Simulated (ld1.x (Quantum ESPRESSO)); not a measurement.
**u(r) = r·R(r): atom against pseudo-atom (helium (He))**

Columns: radius, all-electron u(r) and pseudo u(r) of the 1s shell (level -38.38 eV) of helium in the configuration 1s1; LDA (PZ), non-relativistic, TM semilocal scheme, ld1.x (Quantum ESPRESSO) 7.5.

```
r (bohr)  all-electron  pseudo
   0.040        0.2000  0.1526
   0.080        0.3692  0.3014
   0.120        0.5113  0.4425
   0.160        0.6294  0.5724
   0.200        0.7266  0.6881
   0.240        0.8054  0.7873
   0.280        0.8681  0.8684
   0.320        0.9169  0.9312
   0.360        0.9536  0.9763
   0.400        0.9797  1.0056
   0.440        0.9967  1.0213
   0.480        1.0059  1.0263
   0.520        1.0084  1.0233
   0.560        1.0052  1.0147
   0.600        0.9970  1.0022
   0.640        0.9848  0.9871
   0.680        0.9691  0.9699
   0.720        0.9506  0.9508
   0.760        0.9298  0.9298
   0.800        0.9070  0.9070
   0.840        0.8828  0.8828
   0.880        0.8574  0.8574
   0.920        0.8311  0.8311
   0.960        0.8043  0.8043
   1.000        0.7770  0.7770
   1.040        0.7496  0.7496
```

Problem. How many radial nodes do the two functions have?

Solution. The all-electron 1s function has n − l − 1 = 0; the pseudo-wave has 0.

Problem. At about which radius was the pseudo-wave matched?

Solution. 0.80 bohr. The columns agree to 0.0005 from 0.72 bohr on; several derivatives are matched, so the curves merge somewhat inside the radius.

Problem. Where does each function peak?

Solution. Outermost all-electron maximum near 0.52 bohr, pseudo maximum near 0.48 bohr (to the table’s step).

Problem. Is the pseudo-wave norm-conserving?

Solution. Yes: the TM semilocal scheme keeps the norm inside the radius equal to the all-electron one, which fixes the energy derivative of the logarithmic derivative at the level.
